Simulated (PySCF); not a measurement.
Identify the unknown among the candidates.

All candidates are C8H10Si.

- 13C NMR: chemical shifts (computed TMS as zero) by class: 146.4 (1 C), 133.8 (1 C), 132.5 (1 C), 128.0 (1 C), 119.9 (1 C), 118.8 (1 C), 21.9 (1 C), 20.1 (1 C) ppm [GIAO PBE0/pcSseg-1]
- Rotational structure: rotational constants A, B, C: 3.411, 0.790, 0.716 GHz [PBE0-D3(BJ)/def2-SVP]
- NMR, other nuclei: isotropic shieldings of nuclei other than C and H, by class: 409 (1 Si) ppm [GIAO PBE0/pcSseg-1]
- UV, first state: lowest singlet excitation: 5.07 eV (244 nm, f = 0.065) [TDDFT wB97X-D/def2-SVPD]
- 1H NMR: chemical shifts (computed TMS as zero) by class: 7.27 (1 H), 7.12 (1 H), 7.06 (1 H), 3.92 (3 H), 3.32 (2 H), 2.25 (2 H) ppm [GIAO PBE0/pcSseg-1]
- Triplet: lowest triplet excitation (Tamm–Dancoff): 4.01 eV [TDA wB97X-D/def2-SVPD]
- Dipole: 0.54 D [wB97X-D/def2-SVPD]
- UV, strongest line: among the 10 lowest singlet transitions: S7 at 6.79 eV (183 nm, f = 0.732) [TDDFT wB97X-D/def2-SVPD]
- Valence photoelectron: vertical ionisation energy: 8.30 eV [ΔSCF wB97X-D/def2-SVPD]

Gas-phase values; electronic properties from PySCF, density fitting. Levels stand in brackets. The structure is a single PBE0-D3(BJ)/def2-SVP conformer in the gas phase; no vibrational or solvent corrections. NMR values are class means; diastereotopic atoms form classes of their own.

Question: Which candidate is it?
A. `CC#CC#C/C=C\C[SiH3]`
B. `[SiH3]Cc1ccc2c(c1)C2`
C. `CC#CC#C/C=C/C[SiH3]`

Answer: B. It is `[SiH3]Cc1ccc2c(c1)C2`. Numbering: `[SiH3:1][CH2:2][c:3]1[cH:4][cH:5][c:6]2[c:7]([cH:8]1)[CH2:9]2`. Its formula, C8H10Si, gives 5 degrees of unsaturation: 2 rings and 3 π bonds in the structure found (Kekulé form). 8 carbons fall into 8 classes; from least to most shielded: substituted aromatic carbon [C3] (146.4 ppm), aromatic CH carbon [C4] (133.8 ppm), substituted aromatic carbon [C7] (132.5 ppm), substituted aromatic carbon [C6] (128.0 ppm), aromatic CH carbon [C5] (119.9 ppm), aromatic CH carbon [C8] (118.8 ppm), benzylic-type carbon [C9] (21.9 ppm), chain sp3 carbon bound to silicon [C2] (20.1 ppm). Hydrogen classes from least to most shielded: 1 H on an aromatic CH carbon, C5 (7.27 ppm), 1 H on an aromatic CH carbon, C8 (7.12 ppm), 1 H on an aromatic CH carbon, C4 (7.06 ppm), 3 H on an SiH3 silicon, Si1 (3.92 ppm), 2 H on a benzylic-type carbon, C9 (3.32 ppm), 2 H on an sp3 carbon bound to silicon, C2 (2.25 ppm). The other shieldings belong to: 409 ppm, SiH3 silicon [Si1]. The first electron is taken from the HOMO, whose largest Löwdin shares are 0.18 on each of 2 atoms of one kind (substituted aromatic carbon), 0.15 on an aromatic CH carbon and 0.10 on a substituted aromatic carbon. The optimised geometry has point group C1 and is an asymmetric top.

The others, at the same levels:
- `CC#CC#C/C=C\C[SiH3]` fails: its computed 13C shifts are 154.9 (1 C), 114.2 (1 C), 92.9 (1 C), 89.0 (1 C), 72.9 (1 C), 71.0 (1 C), 16.4 (1 C), 6.0 (1 C) ppm, 1H shifts are 6.31 (1 H), 5.52 (1 H), 3.90 (3 H), 2.13 (2 H), 2.11 (3 H) ppm and lowest singlet excitation is 4.20 eV (295 nm, f = 0.012) (against 5.07 eV).
- `CC#CC#C/C=C/C[SiH3]` fails: its computed 13C shifts are 154.1 (1 C), 115.9 (1 C), 86.4 (1 C), 85.1 (1 C), 75.5 (1 C), 71.4 (1 C), 18.7 (1 C), 5.8 (1 C) ppm, 1H shifts are 6.45 (1 H), 5.58 (1 H), 3.89 (3 H), 2.07 (3 H), 1.81 (2 H) ppm and lowest singlet excitation is 4.22 eV (294 nm, f = 0.002) (against 5.07 eV).

Each candidate is one conformer, not necessarily the lowest. Dipoles, sizes and rotational constants follow the conformer. The torsions of the flexible species, by atom-mapped SMILES:
- `[SiH3:1][CH2:2][c:3]1[cH:4][cH:5][c:6]2[c:7]([cH:8]1)[CH2:9]2`: Si1–C2–C3–C4 89°
- `[CH3:1][C:2]#[C:3][C:4]#[C:5]/[CH:6]=[CH:7]\[CH2:8][SiH3:9]`: C6–C7–C8–Si9 93°
- `[CH3:1][C:2]#[C:3][C:4]#[C:5]/[CH:6]=[CH:7]/[CH2:8][SiH3:9]`: C6–C7–C8–Si9 -103°
